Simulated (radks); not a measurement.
These are the eigenvalues of the occupied orbitals of an atom or ion with whole-number occupations (eV). All-electron calculation, scalar-relativistic Kohn-Sham, LDA (Slater exchange, VWN5 correlation), spin-polarised, spherical densities, finite nucleus; Fermi nuclear charge, rms radius of each element as measured or else 0.836 A^(1/3) + 0.57 fm. Program: a radial shooting solver on a logarithmic mesh with Libxc functionals.

orbital  eigenvalue
1s up     -77186.81
1s down   -77181.61
2s up     -17706.96
2s down   -17701.67
2p up     -16181.83
2p down   -16177.04
3s up     -7330.892

Which element is it, and in what charge state? The configuration may be excited. Open shells, if any, are filled with parallel spins first.

Answer. Z = 75, rhenium, charge +64: Re64+ in [Ne] 3s1. The list shows which subshells hold electrons but not how many an open one holds; the 1s level, -2836.6 hartree, gives Z - s = 75.3 by -(Z - s)^2/2, which with screening and relativity narrows Z to a few neighbours, and the depths of the outer levels then fix element, charge and occupations together.
